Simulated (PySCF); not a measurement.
Molecule: Al(F)(OH)2(NH3), H₅AlFNO₂, singlet. Atoms near the plane z = 0.0 Å, at the CAM-B3LYP/def2-SVP optimised geometry (x, y, z in Å): Al1 (-0.7, -0.9, 0.0), O5 (-0.9, 0.9, 0.0), H6 (-1.7, 1.3, 0.0), N7 (1.3, -0.9, 0.0), H8 (1.6, 0.1, 0.0), H9 (1.6, -1.3, -0.8), H10 (1.7, -1.3, 0.8).

Computed with CAM-B3LYP/def2-TZVP run with PySCF 2.14.0. Cells within 0.4 Å of a nucleus heavier than hydrogen are left out (blank, or x). The values are rescaled to run from 0 to 1.

```
|55555555555555555555555555555|
|55555555555555555555555555555|
|55555555555555555555555555555|
|55555555555555555555555555555|
|55555555555555555555555555555|
|55555555555444555555555555555|
|55555555554444445555555555555|
|55555555544444444555555555555|
|55555555544333444555555555555|
|55555555543223444555555555555|
|55555555654x02344455555555555|
|5555555667xxx2344555555555555|
|55555556679x54444555555555555|
|55555555678765445555555555555|
|55555555666665555555555555555|
|55555555566655555555555555555|
|55555555555xx55544xx555555555|
|55555555555xx55544xx555555555|
|55555555545xx55544xx555555555|
|55555555455555555444555555555|
|55555555555555555555555555555|
|55555555555555555555555555555|
|55555555555555555555555555555|
|55555555555555555555555555555|
|55555555555555555555555555555|
|55555555555555555555555555555|
|55555555555555555555555555555|
|55555555555555555555555555555|
|55555555555555555555555555555|
```
Scale: ten equal steps from 0.000 (start of '0') to 1.00 (end of '9'), in the order '0123456789'; x runs from -4.00 to 4.00, y from -4.00 (bottom) to 4.00 (top).

Q: Which quantity is mapped?
A. electrostatic potential
B. log10 of the electron density
C. deformation density (molecule minus spherical neutral atoms)
D. an orbital amplitude

A: D, an orbital amplitude. In full: HOMO−1 amplitude (bohr^(-3/2)).
